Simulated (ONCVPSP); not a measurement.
# Which change was made? (Sc, ONCV)

```
Element                 : Sc (Z = 21)
Generator               : ONCVPSP 4.0.1
Type                    : optimised norm-conserving Vanderbilt (ONCV)
Functional              : PBE
Relativity              : scalar-relativistic
Frozen core             : [Ar]
Valence charge          : 3
Reference configuration : 3d1 4s1 (charge +1)
Partial waves           : 4s: rc 2.35 bohr, ncon 4, nbas 7, qcut 3 1/bohr, 1 projector; p scattering state at 0.03 Ha: rc 2.45 bohr, ncon 4, nbas 7, qcut 2.8 1/bohr, 1 projector; 3d: rc 1.80 bohr, ncon 3, nbas 8, qcut 9.5 1/bohr, 2 projectors, debl 0.8 Ha
Local potential         : polynomial inside 1.60 bohr (lpopt 3, dvloc0 4 Ha)
Core correction         : polynomial model core, fcfact 0.25
```

In the p channel the program set the typed energies aside and used 0.050 Ha.

Cutoffs, loose and tight: the cutoffs (Ha) at which the residual kinetic energy of the hardest occupied pseudo-wave falls to 1 and 0.1 mHa per electron. They do not see the model core or the augmentation charge, which bear on the density cutoff. Test errors are all-electron minus pseudo excitation energies from the reference, over the configurations 3d1 4s2; 3d1 4s0; 3d1 4s1.5; 3d0 4s2; variants that change the core or the reference have their own tests.

The base gives: outcome: generated, projector energies reset by the program; cutoff, loose: 29 Ha; cutoff, tight: 34 Ha; bound ghosts: none; GHOST(+) flags above zero: none; largest test error (meV): -43.

(1) After one change the result is: outcome: generated, projector energies reset by the program; cutoff, loose: 27 Ha; cutoff, tight: 95 Ha; bound ghosts: none; GHOST(+) flags above zero: none; largest test error (meV): +94. Which change was it?
A. s: qcut 1.8
B. core correction polynomial model core, fcfact 0.2
C. d: rc 1.38; local potential polynomial inside 1.38 bohr (lpopt 3, dvloc0 4 Ha)
D. d: rc 2.04
E. s: qcut 1.8; p: qcut 1.7; d: qcut 5.8

Answers

(1) E. The others give: d: rc 2.04 → outcome: generated, projector energies reset by the program; cutoff, loose: 26 Ha; cutoff, tight: 31 Ha; bound ghosts: none; GHOST(+) flags above zero: none; largest test error (meV): +27 | core correction polynomial model core, fcfact 0.2 → outcome: generated, projector energies reset by the program; cutoff, loose: 29 Ha; cutoff, tight: 34 Ha; bound ghosts: none; GHOST(+) flags above zero: none; largest test error (meV): +38 | d: rc 1.38; local potential polynomial inside 1.38 bohr (lpopt 3, dvloc0 4 Ha) → outcome: generated, projector energies reset by the program; cutoff, loose: 36 Ha; cutoff, tight: 41 Ha; bound ghosts: none; GHOST(+) flags above zero: s; largest test error (meV): +26 | s: qcut 1.8 → outcome: generated, projector energies reset by the program; cutoff, loose: 29 Ha; cutoff, tight: 34 Ha; bound ghosts: none; GHOST(+) flags above zero: none; largest test error (meV): -34.
